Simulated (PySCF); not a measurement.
Property card for 4-cyanothiazole (`N#Cc1cscn1`)

4-cyanothiazole, C4H2N2S.
Geometry (PBE0-D3(BJ)/def2-SVP, Å), atoms numbered from 1 in this order:
```
atom  x, y, z in Å
N1     3.064   -0.742    0.704
C2     1.952   -0.531    0.456
C3     0.586   -0.241    0.153
C4     0.070    1.036    0.102
S5    -1.590    0.961   -0.291
C6    -1.473   -0.767   -0.358
N7    -0.299   -1.251   -0.110
H8     0.589    1.976    0.274
H9    -2.349   -1.375   -0.596
```

Structural features include: nitrile, pyridine-type ring nitrogen and aromatic ring with sulfur.

**PBE0-D3(BJ)/def2-SVP geometry optimisation, gas phase (PySCF)**

- Point group: Cs
- Rotational constants A, B, C: 7.434, 1.527, 1.267 GHz

**wB97X-D/def2-SVPD ground state and vertical TDDFT (core frozen in the response) (PySCF)**

- Dipole moment: 5.27 D
- HOMO energy: -9.78 eV
- LUMO energy: -0.20 eV
- HOMO–LUMO gap: 9.58 eV
- Lowest singlet excitation: 5.56 eV (223 nm, f = 0.000)
- Strongest line among the 6 lowest singlet transitions: S6 at 6.75 eV (184 nm, f = 0.373)
- Static isotropic polarisability: 73.6 au
- Electronic spatial extent ⟨r²⟩ about the centre of nuclear charge: 844 bohr²

Monoisotopic mass from the formula: 109.9939 u.

The principal polarisabilities are 45.5, 69.5 and 105.9 au; their mean is the isotropic value. In wavenumbers S1 is 44800 cm⁻¹ (1 eV = 8065.54 cm⁻¹). The rotational constants make it an asymmetric top with κ = (2B − A − C)/(A − C) = -0.92, nearer the prolate limit (−1). S1 lies 4.02 eV below the HOMO–LUMO gap; its leading configuration is HOMO−1→LUMO, weight 0.90. In atomic units the dipole is 2.08 e·bohr (1 au = 2.5417 D).

For the geometry optimisation (PBE0-D3(BJ)/def2-SVP), the run took about 28 s of CPU time (one thread, shared machine).
